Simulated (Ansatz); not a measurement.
`C[NH][GeH]([F])[F]` + `CSBCl` → `C[S][GeH]([F])[F]` + `CNBCl`  (redistribution)

Computed with Ansatz on PBE0-D4/def2-TZVP structures; ΔE is electronic, products minus reactants. CCSD(T)/CBS adds triple-zeta CCSD(T) − MP2 to the extrapolated MP2 energy (def2 sets, frozen cores). For Ge outer-core shells are correlated without core-valence functions, which leaves a few kJ/mol of doubt a bond. Scalar relativity is left out up to krypton. Each species was taken in one conformer, which may not be the lowest.

```csv
level,ΔE (kJ/mol)
MP2/def2-SVP,-76.6
MP2/def2-TZVPP,-75.9
```

Problem. What does CCSD(T)/CBS give? (Best estimate.)

Solution. Ansatz gave: -78.2 kJ/mol. The listed levels differ from it by 1.6, 2.3 kJ/mol.

Largest T1 diagnostic among the species: 0.013.

Leaving LDA and LC-ωPBE aside and taking each functional with its dispersion term where it has one, the values, not all of them listed here, spread over 6.2 kJ/mol, from BHLYP-D4 to PBE-QIDH. In def2-TZVPP, CCSD(T) changes the Hartree–Fock value by +7.7 kJ/mol (the triples alone add +1.3 kJ/mol) and MP2 by +9.0 kJ/mol.
